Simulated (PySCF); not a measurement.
Caesium: highly charged ions in a basis for the neutral atom

Cs⁵⁺ [Kr] 4d10 5s2 5p2, Cs⁶⁺ [Kr] 4d10 5s2 5p1. Calculation: PySCF 2.14, in def2-SVP with the def2 core potential (46 electrons); a scalar-relativistic core potential. No spin-orbit coupling, so a gap to NIST mixes the basis error with missing relativistic terms.

Changed run: basis of the neutral atom used for a highly charged ion. This setting is unsound on purpose.

| species | method | sound run (hartree) | changed run (hartree) | converged |
| --- | --- | --- | --- | --- |
| Cs⁵⁺ | UHF | not run | -13.99960 | yes |
| Cs⁵⁺ | MN15 | not run | -14.05698 | yes |
| Cs⁵⁺ | B3LYP | not run | -14.13408 | yes |
| Cs⁶⁺ | UHF | not run | -11.47139 | yes |
| Cs⁶⁺ | MN15 | not run | -11.52717 | yes |
| Cs⁶⁺ | B3LYP | not run | -11.58123 | yes |

Ionisation energy of Cs⁵⁺:

| method | changed run (eV) | NIST (eV) |
| --- | --- | --- |
| UHF | 68.796 | 69.1 ± 2 |
| MN15 | 68.840 | 69.1 ± 2 |
| B3LYP | 69.467 | 69.1 ± 2 |

The contracted functions were made for the neutral atom and can be too rigid for a highly charged ion.
